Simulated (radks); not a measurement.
The nuclear charge of neutral nickel is varied continuously with 28 electrons held in [Ar] 3d8 4s2. Calculated with a radial shooting solver on a logarithmic mesh with Libxc functionals: scalar-relativistic Kohn-Sham, r2SCAN, spin-unpolarised, spherical densities, finite nucleus; meta-GGA in the generalised Kohn-Sham scheme; Fermi nuclear charge, rms radius 3.7757 fm. By the Hellmann-Feynman theorem dE/dZ = E(electron-nucleus)/Z, the electronic potential at the nucleus (averaged over a nucleus of fixed radius). The scalar-relativistic energy here is not variational (the density holds large components alone), so the two differ by a part that grows with Z.

Z,E (hartree),E(electron-nucleus)/Z (hartree),HOMO,e(HOMO) (eV),<r> HOMO (bohr)
27.8,-1494.78217,-129.095,4s,-4.249,2.936
27.9,-1507.73552,-129.726,4s,-5.045,2.868
28,-1520.75208,-130.356,4s,-5.873,2.804
28.1,-1533.83180,-130.986,4s,-6.731,2.745
28.2,-1546.97460,-131.615,4s,-7.619,2.690
28.3,-1560.18043,-132.243,4s,-8.536,2.638
28.4,-1573.44925,-132.871,4s,-9.481,2.589
28.5,-1586.78100,-133.498,4s,-10.453,2.542
28.6,-1600.17564,-134.125,4s,-11.453,2.498
28.7,-1613.63313,-134.752,4s,-12.478,2.457
28.8,-1627.15345,-135.378,4s,-13.529,2.417
28.9,-1640.73656,-136.005,4s,-14.606,2.379
29,-1654.38243,-136.630,4s,-15.707,2.342

The central difference of E at Z = 28 is -130.481 hartree, to compare with the third column; the second derivative is -6.31 hartree.
